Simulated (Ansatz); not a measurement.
C₇H₁₇BO⁺, that is BEt2(OiPr) with one electron fewer. Charge 1, multiplicity 2. Geometry PBE-D4/def2-SVP, that of the neutral singlet.

| atom | x (Å) | y (Å) | z (Å) |
| --- | --- | --- | --- |
| B1 | -0.1579 | -0.3767 | 0.7084 |
| C2 | 0.3814 | -0.8146 | 2.1366 |
| C3 | 1.2353 | -2.0928 | 2.1631 |
| H4 | -0.5284 | -0.9781 | 2.7661 |
| H5 | 0.9216 | 0.0320 | 2.6130 |
| H6 | 1.5175 | -2.3875 | 3.1952 |
| H7 | 0.7021 | -2.9577 | 1.7141 |
| H8 | 2.1805 | -1.9648 | 1.5934 |
| C9 | -0.7863 | -1.4257 | -0.3156 |
| C10 | 0.2278 | -1.8642 | -1.3925 |
| H11 | -1.6928 | -1.0112 | -0.8109 |
| H12 | -1.1319 | -2.3225 | 0.2423 |
| H13 | -0.1952 | -2.6265 | -2.0796 |
| H14 | 0.5620 | -1.0102 | -2.0179 |
| H15 | 1.1392 | -2.3041 | -0.9372 |
| O16 | -0.0381 | 0.9570 | 0.4222 |
| C17 | -0.4771 | 1.6046 | -0.7812 |
| C18 | 0.7463 | 2.1925 | -1.4799 |
| C19 | -1.5109 | 2.6621 | -0.4034 |
| H20 | -0.9550 | 0.8587 | -1.4548 |
| H21 | 1.2577 | 2.9186 | -0.8156 |
| H22 | 0.4534 | 2.7155 | -2.4124 |
| H23 | 1.4713 | 1.3960 | -1.7414 |
| H24 | -2.3856 | 2.1976 | 0.0939 |
| H25 | -1.0689 | 3.3998 | 0.2971 |
| H26 | -1.8681 | 3.2023 | -1.3030 |

Task: Estimate the α-spin orbital energies around the gap (eV) in Ansatz with PBE-D4/def2-TZVP, BLYP-D4/def2-TZVP, PBE0-D4/def2-TZVP.

Result: 
```
orbital  PBE-D4/def2-TZVP  BLYP-D4/def2-TZVP  PBE0-D4/def2-TZVP
 HOMO−5            -12.85             -12.80             -14.42
 HOMO−4            -12.76             -12.69             -14.25
 HOMO−3            -12.58             -12.53             -14.08
 HOMO−2            -12.27             -12.22             -13.73
 HOMO−1            -11.98             -11.90             -13.42
   HOMO            -11.94             -11.87             -13.33
   LUMO             -5.96              -5.83              -5.06
 LUMO+1             -3.89              -3.86              -3.13
 LUMO+2             -3.23              -3.21              -2.42
 LUMO+3             -2.92              -2.91              -2.13
 LUMO+4             -2.89              -2.87              -2.09
 LUMO+5             -2.67              -2.61              -1.79
 β HOMO            -11.93             -11.84             -13.29
 β LUMO            -11.41             -11.34             -11.02
```
